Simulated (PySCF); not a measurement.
The dipole of `C1N[Si@@H]([C@@H]2C[C@@H]2F)[C@@H](C1)F` from its density and from atomic charges.

Coordinates (GFN2-xTB, Å) and charges (e) from the PBE0/pcSseg-1 density (PySCF):

| atom | x | y | z | Mulliken | IAO | Hirshfeld | ESP-fitted |
| --- | --- | --- | --- | --- | --- | --- | --- |
| F1 | -2.109 | -1.095 | 2.046 | -0.3450 | -0.3365 | -0.1331 | -0.3081 |
| C2 | -1.553 | -0.190 | 1.155 | -0.0832 | -0.0911 | -0.0287 | +0.2429 |
| C3 | -2.519 | 0.061 | 0.004 | -0.2717 | -0.2766 | -0.0817 | -0.1664 |
| C4 | -1.722 | 0.640 | -1.164 | +0.0043 | -0.1392 | -0.0196 | -0.0449 |
| N5 | -0.391 | 0.064 | -1.126 | -0.6988 | -0.6883 | -0.2401 | -0.4950 |
| Si6 | -0.005 | -0.868 | 0.253 | +1.0434 | +1.0250 | +0.3793 | +0.3510 |
| C7 | 1.656 | -0.386 | 1.002 | -0.5756 | -0.4588 | -0.1457 | -0.2836 |
| C8 | 2.314 | 0.911 | 0.601 | -0.1953 | -0.3035 | -0.0977 | -0.3762 |
| C9 | 2.830 | -0.383 | 0.085 | +0.1915 | +0.1621 | +0.0451 | +0.1242 |
| F10 | 2.611 | -0.675 | -1.236 | -0.3199 | -0.3158 | -0.1007 | -0.2012 |
| H11 | -1.379 | 0.721 | 1.737 | +0.1158 | +0.1378 | +0.0366 | +0.0456 |
| H12 | -2.932 | -0.907 | -0.282 | +0.1351 | +0.1461 | +0.0416 | +0.0937 |
| H13 | -3.344 | 0.717 | 0.285 | +0.1295 | +0.1426 | +0.0438 | +0.0641 |
| H14 | -1.654 | 1.732 | -1.072 | +0.1099 | +0.1216 | +0.0290 | +0.0551 |
| H15 | -2.218 | 0.414 | -2.113 | +0.1184 | +0.1343 | +0.0408 | +0.0685 |
| H16 | 0.134 | 0.117 | -1.982 | +0.1942 | +0.2647 | +0.1125 | +0.3075 |
| H17 | -0.076 | -2.332 | 0.140 | -0.0909 | -0.1535 | -0.0859 | -0.0767 |
| H18 | 1.861 | -0.740 | 2.003 | +0.1524 | +0.1636 | +0.0517 | +0.1596 |
| H19 | 2.909 | 1.450 | 1.322 | +0.1333 | +0.1550 | +0.0528 | +0.1645 |
| H20 | 1.783 | 1.538 | -0.098 | +0.1420 | +0.1594 | +0.0452 | +0.1581 |
| H21 | 3.796 | -0.773 | 0.382 | +0.1106 | +0.1510 | +0.0548 | +0.1174 |

What dipole does each set of charges give (1 e·Å = 4.803 D), and what does the density give?

The full density gives (0.97, 1.80, -0.40) D, 2.08 D in size; dipole vectors point from the negative to the positive end.

```
    scheme    μx    μy     μz  size (D)  share of the full size (%)  angle to the full dipole (°)
  Mulliken  0.23  1.72  -0.46      1.79                          86                            21
       IAO  1.39  1.70   0.08      2.20                         105                            17
 Hirshfeld  0.75  0.83  -0.44      1.20                          58                            17
ESP-fitted  0.97  1.81  -0.43      2.10                         101                             1
```

Which set comes closest?

Length of the difference vector: ESP-fitted 0.03 D, IAO 0.64 D, Mulliken 0.75 D, Hirshfeld 0.99 D. Closest: ESP-fitted. The schemes that divide the density aren't constrained to reproduce the dipole.

What is left for the Hirshfeld atoms' own dipoles?

The shares of the density sum to the whole, so what Σ q r misses lies in dipoles about the nuclei. The atomic dipoles sum to (0.97, 1.80, -0.40) − (0.75, 0.83, -0.44) = (0.22, 0.97, 0.04) D, 0.99 D in size.

With the origin at the mean of the coordinates, (0.000, 0.001, 0.092) Å, which are the largest single terms, by size, of the Mulliken dipole along the direction of the full one?

Si6 -3.92, F1 +3.82, C8 -1.66, H19 +1.52, H20 +1.50 D; all 21 atoms together +1.68 D. The single terms depend on the origin, their sum doesn't.

Give the size of the full dipole in other units.

2.08 D = 0.819 au = 0.434 e·Å = 6.95 × 10⁻³⁰ C·m.

Geometry: GFN2-xTB, one conformer, isolated molecule.

The run behind these numbers computed NMR shieldings as well. Time: 59 s of wall time; peak memory 1.1 GiB. Hardware: one thread of an Arm Neoverse V1, shared host with 32 logical CPUs at a one-minute load of 16.
